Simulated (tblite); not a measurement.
Compound: C₇H₉OP.
Numbering: `[CH:1]#[C:2][P@@:3](=[O:4])([CH:5]=[CH2:6])/[CH:7]=[CH:8]/[CH3:9]` (hydrogens: H10 on C1; H11 on C5; H12, H13 on C6; H14 on C7; H15 on C8; H16, H17, H18 on C9)

Structure used (GFN2-xTB), in Å, numbered top down from 1:
```xyz
18
C7H9OP angstrom
C      1.6135    3.1169    0.1834
C      1.2926    1.9846   -0.0558
P      0.8206    0.3205   -0.4774
O      0.8525    0.0169   -1.9098
C      1.9564   -0.6651    0.5389
C      2.6360   -1.6403   -0.0370
C     -0.7999    0.1513    0.3045
C     -1.8008   -0.3314   -0.4188
C     -3.1905   -0.5480    0.0621
H      1.8938    4.1070    0.4012
H      2.0330   -0.4286    1.5901
H      3.3223   -2.2777    0.4977
H      2.5152   -1.8212   -1.0941
H     -0.9073    0.4392    1.3402
H     -1.6010   -0.5927   -1.4513
H     -3.3023   -0.2442    1.1002
H     -3.8869    0.0198   -0.5538
H     -3.4559   -1.6007   -0.0320
```

Level: GFN2-xTB in tblite, geometry and Hessian alike; calculated harmonic values, unscaled, isolated species. The method is semi-empirical: single wavenumbers can be off by several per cent or more. One conformer, not necessarily the lowest.

Harmonic wavenumbers (cm⁻¹): 46.7, 68.1, 94.1, 110.4, 127.2, 167.7, 178.4, 207.8, 250.9, 326.9, 335.8, 355.1, 406.6, 473.5, 555.7, 660.2, 665.7, 678.2, 693.9, 738.9, 792.6, 907.5, 971.7, 977.6, 987.9, 1011.6, 1032.3, 1104.8, 1193.5, 1223.4, 1267.8, 1280.0, 1379.1, 1393.0, 1466.9, 1473.0, 1663.2, 1683.1, 2207.8, 3003.5, 3018.1, 3037.0, 3050.9, 3062.1, 3065.4, 3080.8, 3110.6, 3362.5.

A = 1725, B = 992.8, C = 767.8 MHz; mass 140.039 u (most abundant isotopes); point group C1, symmetry number 1.

Problem. What is the zero-point energy?

Solution. Half the sum of the wavenumbers: 29475 cm⁻¹ = 352.60 kJ/mol.

Problem. Give the ideal-gas entropy at 350 K and 1 bar in the rigid-rotor, harmonic-oscillator model (classical rotation).

Solution. Translation 173.82, rotation 127.02, vibration 175.98: S = 476.8 J/(mol K).

Problem. And Cp and H(350 K) − H(0)?

Solution. Cp = 197.45 J/(mol K), of which vibrations give 164.19 (their classical limit is 48 R = 399.1); H(350 K) − H(0) = 43.04 kJ/mol without the zero-point energy, 31.40 from vibrations.

Problem. Which modes carry the vibrational entropy at 350 K?

Solution. 46.7 cm⁻¹: 22.05; 68.1 cm⁻¹: 18.93; 94.1 cm⁻¹: 16.26; 110.4 cm⁻¹: 14.95; 127.2 cm⁻¹: 13.80; 167.7 cm⁻¹: 11.57 J/(mol K); the other 42 give 78.42 together.

Problem. What must be added to the electronic energy to get the Gibbs energy at 350 K and 1 bar?

Solution. ZPE + [H(350 K) − H(0)] − T·S = 352.60 + 43.04 − 166.89 = 228.75 kJ/mol.

Problem. Blend soft modes into free rotors: weight 1/[1 + (100 cm⁻¹/ν̃)⁴] for the oscillator and the rest for a rotor with moment μB/(μ + B), μ = h/(8π²ν), B = 10⁻⁴⁴ kg m². What vibrational entropy results?

Solution. 162.33 J/(mol K) in place of 175.98, which changes −T·S at 350 K by +4.78 kJ/mol.

Hindered rotation and anharmonicity are outside this model. Other conformers, if any are populated, would add a mixing term that is left out. The structure is chiral; the term R ln 2 for an equal mix with its mirror image is left out.
